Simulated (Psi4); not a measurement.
C4H4N, doublet (typed; the unrestricted solution is spin-contaminated), at a GFN2-xTB geometry. Base run: MP2/def2-SVP (Psi4).

Input for Psi4:
```
memory 2 GB

molecule mol {
0 2
  N     0.001013    0.001790    1.213811
  C    -0.028361    1.066359    0.417962
  C     0.029061   -1.065121    0.421058
  C    -0.055931    0.678920   -0.965053
  C     0.054322   -0.681764   -0.963138
  H     0.020241    2.063335    0.815798
  H    -0.018874   -2.060920    0.821913
  H    -0.062807    1.349445   -1.801624
  H     0.059803   -1.354753   -1.797738
}

set basis def2-svp
set reference uhf

energy('mp2')
print_variables()
```

The base run was repeated with changes; each row names its change, and settings that it needs were set with it.

```
change                          ΔE vs base (mEh)  MP2 correlation (Eh)  basis functions  core-seconds (rough)        outcome
------------------------------  ----------------  --------------------  ---------------  --------------------  -------------
base                                       0.000              -0.65642               90                     4      converged
scf_type = pk; mp2_type = conv            -0.461              -0.65674               90                     9      converged
method = mp2.5                           -15.447              -0.65642               90                     9      converged
method = cisd                                  -                     -                -                     -  input refused
puream = on                                0.000              -0.65642               90                     3      converged
freeze_core = on                             [?]                   [?]               90                     4      converged
puream = off                                 [?]                   [?]              [?]                     4      converged
method = omp2                            -16.449              -0.65642               90                    60      converged
method = lccd                            -54.669              -0.65674               90                    80      converged
cc_type = df                               0.000              -0.65642               90                     3      converged
```

Question: Fill in the missing entries.

Answer: 
- freeze_core = on, ΔE vs base (mEh): 14.189
- freeze_core = on, MP2 correlation (Eh): -0.64223
- puream = off, ΔE vs base (mEh): -38.702
- puream = off, MP2 correlation (Eh): -0.67997
- puream = off, basis functions: 95

Open shells are given as the SCF converged; they aren't shown to be the lowest states, and a large step between rows can be another state.

- method = cisd: ended with `psi4.driver.p4util.exceptions.MissingMethodError: Method=cisd is not available for any derivative level under conditions CI_TYPE=CONV, REFERENCE=UHF, FREEZE_CORE=FALSE, QC_MODULE=(auto). See https://psicode.org/psi4manual/master/introduction.html#ss-cisd. Or d`
